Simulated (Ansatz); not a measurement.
```yaml
crystal:
  periodic: [false, false, false]
  atoms:
    - {symbol: S, position_ang: [-1.944585, 0.121315, 0.977140]}
    - {symbol: Si, position_ang: [0.062697, -0.223655, 0.129305]}
    - {symbol: Cl, position_ang: [0.993390, -1.931537, 1.004011]}
    - {symbol: C, position_ang: [0.993679, 1.063149, -0.803639]}
    - {symbol: N, position_ang: [0.443495, 0.147158, -1.639281]}
    - {symbol: H, position_ang: [-2.111231, -1.226224, 1.362641]}
    - {symbol: H, position_ang: [1.626710, 1.978289, -1.078267]}
basis:
  gaussian: {orbitals: cc-pVDZ}
hamiltonian: {xc: {name: wB97M-V}, pseudopotentials: {relativity: scalar}}
scf: {max_iter: 3}
```

```sh
$ ansatz run in.yaml --threads 2 --pin off --events-out ev --progress --plain --max-ram 4352MiB
```

Output, abridged:

```
Error: invalid value for `basis.gaussian`: such a run doesn't read scf.max_iter; remove what it names
```

Question: What is wrong with this run?

Answer: The input holds a key that doesn't belong there. The program refused the input.
